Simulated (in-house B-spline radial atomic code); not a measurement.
Ionising the lithium ion Li⁺ with different functionals

Computed with a radial B-spline atomic code at the basis-set limit: non-relativistic Hamiltonian, point nucleus, spin-polarised at highest spin, spherical fractional occupations for the functionals, and exact exchange of hybrids averaged over the configuration. The ionisation energy is the difference of two self-consistent energies, 1s2 → 1s1, without Breit or QED terms; ε is the level of the shell that loses the electron (its least bound occupied spin orbital).

```
   method                    rung  ΔSCF (eV)  -ε(1s) (eV)
     PBE0           global hybrid      75.39        64.48
    B3LYP           global hybrid      75.97        64.06
    TPSSh           global hybrid      75.81        62.99
   M06-2X           global hybrid      75.89        68.41
BHandHLYP           global hybrid      75.79        68.83
  r2SCAN0           global hybrid          ?            ?
    B97-1           global hybrid      75.76        64.02
    HSE06  range-separated hybrid          ?            ?
    wB97X  range-separated hybrid      75.78        66.74
CAM-B3LYP  range-separated hybrid      75.72        66.01
  LC-wPBE  range-separated hybrid      75.51        66.31
```

What does HSE06 give?

ΔSCF 75.42 eV, and -ε(1s) = 64.08 eV.

What does r2SCAN0 give?

ΔSCF 75.65 eV, and -ε(1s) = 65.57 eV.

Among the functionals, which spreads more, the ΔSCF values or the orbital energies?

The orbital energies: ΔSCF values span about 0.58 eV and the orbital energies 5.83 eV; here energy differences depend much less on the functional than eigenvalues do.

How do they compare with the NIST value?

NIST lists 75.640 eV (tabulated theory, ground level to ground level). Errors run from -0.25 to +0.33 eV; r2SCAN0 is closest (+0.01 eV), but part of that can be cancellation, since the calculations leave out relativity, Breit-QED terms.
